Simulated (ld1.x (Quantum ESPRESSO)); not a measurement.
**What the settings do to the PAW potential of Cl (Z = 17)**

Base potential:

```json
{
 "Element": "Cl (Z = 17)",
 "Generator": "ld1.x (Quantum ESPRESSO) 7.5",
 "Type": "PAW",
 "Functional": "LDA (PZ)",
 "Relativity": "non-relativistic",
 "Frozen core": "[Ne]",
 "Valence charge": "7",
 "Reference configuration": "3s2 3p4.75 (charge +0.25)",
 "Partial waves": "3s (bound): rcut 0.95, rcutus 1.10 bohr; 3s channel at -1.35 Ry: rcut 0.95, rcutus 1.10 bohr; 3p (bound): rcut 1.00, rcutus 1.30 bohr; 3p channel at -0.5 Ry: rcut 1.00, rcutus 1.30 bohr",
 "Local potential": "all-electron potential smoothed inside 1.15 bohr (lloc = -1)",
 "Core correction": "Bessel-smoothed model core inside 0.80 bohr",
 "Augmentation charge": "PSQ, radius 0.85 bohr"
}
```

All-electron outer shells of the reference configuration (LDA (PZ), non-relativistic, ld1.x):

```
shell  level (eV)  outermost node (bohr)  outermost maximum (bohr)
   3s      -23.21                   0.56                      1.27
   3p      -11.27                   0.53                      1.41
```

Cutoffs, loose and tight: the cutoffs (Ry, on a coarse ladder) from which the occupation-weighted sum of valence levels, in a spherical-Bessel basis at the reference potential, stays within 10 and 1 mRy of its value at 400 Ry. They do not see the model core or the augmentation charge, which bear on the density cutoff. Test errors are all-electron minus pseudo excitation energies from the reference, over the configurations 3s2 3p5; 3s2 3p4; 3s2 3p3; 3s2 3p5.3; 3s1 3p6; 3s2 3p1; 3s2 3p2 (two spin-polarised tests are not counted in the largest error). A dash means not determined; rows that change the core or the reference have their own tests.

A true bound ghost makes a file unfit for plane-wave use even where its test errors are small: the radial tests pick states by their node count and pass the ghost by.

| change | outcome | cutoff, loose | cutoff, tight | bound ghosts | largest test error (meV) |
| --- | --- | --- | --- | --- | --- |
| base | generated | 35 Ry | 60 Ry | s | -94 |
| wave 3p channel at -0.5 Ry: rcut 1.00, rcutus 1.30 bohr becomes 3p channel at -0.66 Ry: rcut 1.00, rcutus 1.30 bohr | generated | 35 Ry | 60 Ry | s | -94 |
| wave 3p channel at -0.5 Ry: rcut 1.00, rcutus 1.30 bohr becomes 3p channel at -0.53 Ry: rcut 1.00, rcutus 1.30 bohr | generated | 35 Ry | 60 Ry | s | -94 |
| wave 3p channel at -0.5 Ry: rcut 1.00, rcutus 1.30 bohr becomes 3p channel at -0.28 Ry: rcut 1.00, rcutus 1.30 bohr | generated | 35 Ry | 60 Ry | s | -94 |
| wave 3p channel at -0.5 Ry: rcut 1.00, rcutus 1.30 bohr becomes 3p channel at 0.59 Ry: rcut 1.00, rcutus 1.30 bohr | generated | 35 Ry | 60 Ry | s | -92 |
| wave 3p channel at -0.5 Ry: rcut 1.00, rcutus 1.30 bohr becomes 3p channel at 2.02 Ry: rcut 1.00, rcutus 1.30 bohr | generated | 35 Ry | 60 Ry | s | -91 |
| wave 3p channel at -0.5 Ry: rcut 1.00, rcutus 1.30 bohr becomes 3p channel at 5.22 Ry: rcut 1.00, rcutus 1.30 bohr | generated | 35 Ry | 60 Ry | s | -86 |
